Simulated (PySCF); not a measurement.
# Working out the excitation energy of C²⁺

C²⁺ [He] 2s2 (1S) → C²⁺ [He] 2s1 3s1 (3S). Computed with PySCF 2.14 in aug-cc-pVTZ-DK, with the spin-free X2C one-electron Hamiltonian (Gaussian nucleus). Frozen: 1s2. Energies in hartree (1 hartree = 27.21139 eV):

```csv
part,C²⁺ (lower),C²⁺ (upper)
UHF,-36.422722,-35.395314
CCSD correlation,-0.072877,-0.011319
(T),0.000000,0.000000
```

What does Hartree-Fock give?

(-35.395314) − (-36.422722) = 1.027408 hartree = 27.957 eV.

What do CCSD and CCSD(T) give?

The CCSD correlation energies differ by 0.061558 hartree = 1.675 eV and the triples by 0.000000 hartree = 0.000 eV, so CCSD gives 29.632 eV and CCSD(T) 29.632 eV.

The coupled-cluster amplitudes are large, so a single reference is strained.
